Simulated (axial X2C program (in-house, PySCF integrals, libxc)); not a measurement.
TcTl: properties at the nuclei

Calculated with an axial X2C code built on PySCF integrals: two-component X2C with atomic mean-field Coulomb and Gaunt terms, Gaussian nuclei, basis Tl dyall-cv3z, Tc dyall-cv3z with contracted cores.

R = 2.820 Å (near the PBE0 minimum at charge 0 of the determinant lowest at the starting distance; the state shown can have its own minimum elsewhere).

Determinant lowest in the PBE0 search, Ω = 3 (⟨Sz⟩ = 2.08, ⟨Lz⟩ = 0.92 at PBE0), spin on the atoms Tl -0.23, Tc 2.31:

| level | Eeff magnitude (GV/cm) | Ws magnitude Tl (kHz) | A∥/gI Tl (MHz) | qzz Tl (a.u.) | A∥/gI Tc (MHz) | qzz Tc (a.u.) | μ (D) |
| --- | --- | --- | --- | --- | --- | --- | --- |
| PBE0 | 23.6 | 8.99 | 146 | -8.84 | 395 | -1.49 | 0.53 |
| r2SCAN | 29 | 10.8 | 473 | -7.98 | 510 | -1.63 | 0.83 |
| B3LYP | 14.5 | 5.54 | 108 | -8.43 | 326 | -1.37 | 0.02 |
| LDA | 13.5 | 5.22 | 135 | -8.03 | 478 | -1.78 | 0.11 |

Eeff is the effective electric field on the electron electric dipole moment in this Ω state and Ws the scalar–pseudoscalar constant of the nucleus named (defined with the proton number Z and per Ω); A∥ (defined per Ω) follows by multiplying with gI = μI/(I μN); qzz is the electric field gradient, eQq0 = 234.96 MHz × Q/barn × qzz; μ is positive if the Tc end (last atom) is positive. The operators were transformed with the bare-nucleus X2C matrices; with these basis sets, hyperfine constants and field gradients can be off by tens of per cent, and where levels differ in sign neither size nor sign is settled.

Each state is one determinant with collinear spin, which with several unpaired electrons need not be a pure state. With several open shells hyperfine constants can be off by a factor of several. Where Eeff spreads by more than a factor of two the levels disagree and none is to be relied on. Open-shell Ω = 0 determinants with evenly filled partner blocks cannot be reached by this program, so the Ω shown need not be the lowest component. Left out as unconverged or as another state under the same occupation: HF in at least one table. States lie within half an eV, so the first need not be the ground state. Further determinants of the search, some of them spin-mixed, are not shown. Where a field gradient or hyperfine factor spreads by more than a factor of two over the levels, a constant derived from it is not to be relied on.
